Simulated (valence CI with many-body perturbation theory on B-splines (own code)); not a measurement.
Os XXXVI in brief

Computed by relativistic CI+MBPT: five valence electrons over a frozen Dirac-Fock core [Kr], radial functions for each j: 7 s, 7 p, 8 d, 6 f, 4 g, 1 h, with the one-electron correlation potential Σ1, the two-electron term Σ2, the three-electron term Σ3, Breit, model QED; selected CI, second order for the rest (own B-spline code, finite nucleus).

The last digits are not significant, and no measured levels were compared; by estimate large intervals hold to a few tenths of a per cent, small ones and those within an open d or f shell to about a per cent. Only levels of the ground parity were solved; by the run's estimate the other parity begins above the list, which can be wrong where configurations are misplaced.

Levels are named by their leading jj configuration (3d3/2^4 stands for four electrons in 3d with j = 3/2), which in mixed levels can hold well under half, so a name can repeat and another be missing.

Rates and lifetimes use the calculated energies. Strong lines usually hold to 10 to 20 %, long lifetimes can be off by a factor of two.

Problem. What is the ground level?

Solution. (4d3/2^4 4d5/2) J=5/2, composition 27 % 4d⁵ ⁴P + 22 % 4d⁵ ²D + 15 % 4d⁵ ²F, g = 1.343.

Problem. What is the ionisation energy?

Solution. 1529.1 eV; NIST lists 1528 ± 5 eV (theoretical).

Problem. How well does LS coupling describe the low levels?

Solution. Among the lowest 20 levels the leading LS term, summed over configurations, holds 48 % on average. For single configurations the figures are 48 % in LS and 95 % in jj coupling. Terms mix most in the J = 5/2 level at 0 cm⁻¹, where the leading one holds 27 %.
